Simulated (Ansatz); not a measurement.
`[OH][V]([OH])(=[S])[Cl]`. The species carries charge 0 and has multiplicity 1.

```xyz
7

O    -0.8121    0.3291   -1.3894
V     0.1190    0.2001    0.0762
O    -0.7958   -0.6894    1.2610
S     1.8442   -0.7268   -0.2907
Cl    0.5534    2.1699    0.8303
H    -0.4667    0.1357   -2.2658
H    -0.4420   -1.4186    1.7784
```

(1) What are the harmonic wavenumbers in cm⁻¹ at PBE0-D4/def2-TZVP (Ansatz, finite differences of forces, unscaled)? (An estimate is asked.)

(2) Is this a minimum?

(3) Give the ideal-gas thermochemistry at 298.15 K and 1 bar (rigid rotor, harmonic oscillator; point group Cs, symmetry number 1).

## Answers

(1) Computed: 166, 171, 219, 225, 252, 343, 359, 468, 598, 601, 673, 784, 825, 3880, 3884.

(2) Yes, all 15 modes are real.

(3) Zero-point energy 80.4 kJ/mol; H(298) − E = 101.7 kJ/mol; entropy 352.7 J/(mol·K), of which translation 171.6, rotation 117.4, vibration 63.7; G(298) − E = -3.5 kJ/mol.
